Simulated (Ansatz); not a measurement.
CH6BNO2Si at its PBE0-D4/def2-TZVP geometry, where that method's forces vanish. Charge 0, multiplicity 1. The bonds changed during the relaxation, so this is another structure than the one it started from.

```xyz
12

B     1.3449   -0.6640   -0.4167
Si    0.5210    0.9707    0.4494
O     0.3571    2.4356   -0.2888
C    -0.9388   -0.2791    0.1127
N    -0.1663   -1.2234   -0.3116
O    -2.2500   -0.3554    0.2375
H     2.1062   -1.3318    0.2391
H     1.6539   -0.5228   -1.5745
H     0.4917    1.1872    1.9298
H    -0.0198    3.1481    0.2287
H    -0.5048   -2.1554   -0.5435
H    -2.5953   -1.2098   -0.0620
```

**Question.** What forces (eV/Å) does ωB97M-V/def2-TZVPP give on these atoms in the Gaussian-basis code of Ansatz? (Best estimate.)

**Answer.** Computed: 
```
B1   0.245  0.033 -0.054
Si2  0.163 -0.087  0.168
O3  -0.051  0.115  0.010
C4   0.195  0.094 -0.009
N5  -0.172 -0.220 -0.027
O6  -0.291 -0.146 -0.014
H7  -0.085  0.083 -0.060
H8  -0.033 -0.006  0.128
H9  -0.014 -0.010 -0.147
H10  0.014 -0.009 -0.038
H11 -0.003  0.085  0.017
H12  0.032  0.069  0.026
```
